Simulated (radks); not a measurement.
The numbers below are computed, except where a source is named.
Species: Lu35+. Configuration: [Kr].

Level of theory: Dirac Kohn-Sham, PBE, spin-unpolarised, spherical densities, finite nucleus; Fermi nuclear charge, rms radius 5.37 fm (a radial shooting solver on a logarithmic mesh with Libxc functionals).

Energy parts (hartree):
total: -13883.1201
kinetic: 15554.9494
electron-nucleus: -32451.4521
Hartree: 3258.4699
exchange-correlation: -245.0873

Orbitals (lengths in bohr, moments of r in powers of bohr):
orbital,occ.,eigenvalue (hartree),<1/r>
1s1/2,2,-2374.209,82.18
2s1/2,2,-448.6121,19.90
2p1/2,2,-430.7531,19.86
2p3/2,4,-389.6597,16.97
3s1/2,2,-141.5132,7.383
3p1/2,2,-133.7260,7.299
3p3/2,4,-124.7234,6.558
3d3/2,4,-111.7088,6.441
3d5/2,6,-109.7261,6.263
4s1/2,2,-63.72326,3.476
4p1/2,2,-60.42409,3.405
4p3/2,4,-57.66298,3.161
4d3/2,0,-52.31541,3.042
4d5/2,0,-51.72091,2.986
5s1/2,0,-36.07401,1.990

The highest occupied level is 4p3/2 at -1569.1 eV. The electron density at the nucleus is 1.113e+06 e/bohr^3.
